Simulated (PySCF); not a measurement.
Gas-phase reaction: 2 GaH3.NH3 → 2 GaH + 5 H2 + 2 N

Energies from PySCF (xtb for GFN2), thermal terms from the rigid-rotor harmonic-oscillator model, ideal gas at 1 bar. † marks an energy on the PBE0/def2-TZVP geometry and frequencies; other levels use their own. CCSD(T) freezes the core. 6-31G* has spherical d functions here. Open shells (unrestricted): N (multiplicity 4); the rest are closed-shell singlets. GFN2 has no spin-polarisation term. B3LYP is the form with VWN-RPA correlation. Ga: all electrons, no relativistic terms. Adducts (GaH3.NH3) have no counterpoise correction, and HF, PBE, BLYP, B3LYP and PBE0 lack dispersion. GaH3.NH3, GaH: computed as isolated molecules; such fragments, hydroxides, amides, oligomers or adducts are transient or little studied in the gas. CCSD(T) isn't extrapolated to the basis-set limit.

```csv
level,"ΔH°(298 K), kJ"
B3LYP/6-31G*,…
BLYP/def2-TZVP†,1273
CCSD(T)/def2-TZVPP†,1329
GFN2-xTB,…
HF/6-31G*,805
HF/def2-TZVP†,…
PBE/def2-SVP,…
PBE/def2-TZVP†,1420
PBE0/def2-SVP†,1455
PBE0/def2-TZVP,1401
```

### Question
Some entries are withheld; supply them.

### Answer

- B3LYP/6-31G*, ΔH°(298 K), kJ: 1272
- GFN2-xTB, ΔH°(298 K), kJ: 2033
- HF/def2-TZVP†, ΔH°(298 K), kJ: 826
- PBE/def2-SVP, ΔH°(298 K), kJ: 1482
